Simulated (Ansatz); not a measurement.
Computed with Ansatz on PBE0-D4/def2-TZVP structures; ΔE is electronic, products minus reactants. CBS: MP2 limit from def2 TZ/QZ plus the TZ coupled-cluster correction, frozen cores. This one scheme is used for every species. Functionals use def2-TZVPP. One conformer a species, not always the lowest.

Reaction (formal exchange of groups at a C–C bond): `CC#CCCCCC` + CH₄ → `CC#CCCCC` + `CC`

| level | ΔE (kcal/mol) | difference from CCSD(T)/CBS |
| --- | --- | --- |
| revPBE-D4 | 2.0 | 0.0 |
| BLYP-D4 | 1.8 | -0.2 |
| BHLYP-D4 | 1.6 | -0.4 |
| ωB97M-V | 1.9 | -0.1 |
| revPBE | -0.1 | -2.1 |
| r2SCANh | 1.4 | -0.6 |
| CCSD(T)/def2-SVP | 1.8 | -0.2 |
| MP2/def2-TZVPP | 2.5 | 0.5 |
| CCSD/def2-TZVPP | 1.7 | -0.3 |
| HF/def2-QZVPP | -0.3 | -2.3 |
| CCSD(T)/CBS | 2.0 | 0 |

Largest T1 diagnostic among the species: 0.010.

In def2-TZVPP, CCSD(T) changes the Hartree–Fock value by +2.4 kcal/mol (the triples alone add +0.4 kcal/mol) and MP2 by +2.8 kcal/mol. Leaving LDA and LC-ωPBE aside and taking each functional with its dispersion term where it has one, the values, not all of them listed here, spread over 0.9 kcal/mol, from B2PLYP to revPBE-D4. LDA lies +1.6 kcal/mol from PBE without D4.

CCSD(T)/CBS has its own doubt, a few kJ/mol and more with outer-core shells, so smaller differences from it don't rank the levels.
